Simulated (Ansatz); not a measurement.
Job for Ansatz (a program for electronic structure): R-PBE/def2-TZVPP on H6Si6 (SMILES [siH]1[siH][siH][siH][siH][siH]1).

Ansatz 0.2 input:
```yaml
crystal:
  periodic: [false, false, false]
  atoms:
    - {symbol: Si, position_ang: [2.20877951, 0.00000000, -0.00000000]}
    - {symbol: Si, position_ang: [1.10439186, 1.91286956, -0.00000000]}
    - {symbol: Si, position_ang: [-1.10439186, 1.91286956, -0.00000000]}
    - {symbol: Si, position_ang: [-2.20877951, 0.00000000, 0.00000000]}
    - {symbol: Si, position_ang: [-1.10439186, -1.91286956, -0.00000000]}
    - {symbol: Si, position_ang: [1.10439186, -1.91286956, -0.00000000]}
    - {symbol: H, position_ang: [3.69502144, -0.00000000, 0.00000000]}
    - {symbol: H, position_ang: [1.84750225, 3.20000184, -0.00000000]}
    - {symbol: H, position_ang: [-1.84750225, 3.20000184, 0.00000000]}
    - {symbol: H, position_ang: [-3.69502144, -0.00000000, -0.00000000]}
    - {symbol: H, position_ang: [-1.84750225, -3.20000184, 0.00000000]}
    - {symbol: H, position_ang: [1.84750225, -3.20000184, -0.00000000]}
basis:
  gaussian:
    orbitals: def2-TZVPP
hamiltonian:
  xc: {name: PBE}
scf: {lower_state_search: off}
```

Q: Predict the final total energy.

A: -1739.6484 hartree.

Q: How many basis functions does it have, and what does it roughly cost on one machine?

A: 336 functions; roughly 13 core-seconds.
